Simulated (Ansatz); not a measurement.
CH$_{5}$BOSi (`B[SiH]1CO1`). The species carries charge 0 and has multiplicity 1.

| atom | x (Å) | y (Å) | z (Å) |
| --- | --- | --- | --- |
| B1 | 1.457 | -0.824 | -0.654 |
| Si2 | -0.212 | 0.231 | -0.629 |
| C3 | -0.968 | 0.540 | 1.016 |
| O4 | -1.572 | -0.413 | 0.128 |
| H5 | 1.524 | -1.830 | -0.015 |
| H6 | 2.431 | -0.439 | -1.228 |
| H7 | -0.541 | 1.185 | -1.715 |
| H8 | -0.564 | 0.106 | 1.929 |
| H9 | -1.555 | 1.445 | 1.167 |

Task: List the harmonic frequencies (cm⁻¹, unscaled) at PBE0-D4/def2-TZVP in Ansatz. (An estimate is asked.)

Result: Computed: 147, 185, 255, 563, 592, 645, 658, 724, 777, 835, 889, 1051, 1109, 1131, 1159, 1469, 2241, 2597, 2689, 3089, 3177.

Task: Is this a minimum?

Result: Yes, all 21 modes are real.

Task: Give the ideal-gas thermochemistry at 298.15 K and 1 bar (rigid rotor, harmonic oscillator; point group C1, symmetry number 1).

Result: Zero-point energy 155.4 kJ/mol; H(298) − E = 172.5 kJ/mol; entropy 305.1 J/(mol·K), of which translation 162.2, rotation 103.2, vibration 39.7; G(298) − E = 81.6 kJ/mol.

Task: And at 400, 500, 600, 800 and 1000 K?

Result: 
| T (K) | H − E (kJ/mol) | S (J/mol/K) | G − E (kJ/mol) |
| --- | --- | --- | --- |
| 400 | 182.6 | 334.1 | 49.0 |
| 500 | 194.2 | 360.0 | 14.3 |
| 600 | 207.2 | 383.6 | -22.9 |
| 800 | 236.1 | 425.0 | -103.9 |
| 1000 | 267.9 | 460.4 | -192.5 |
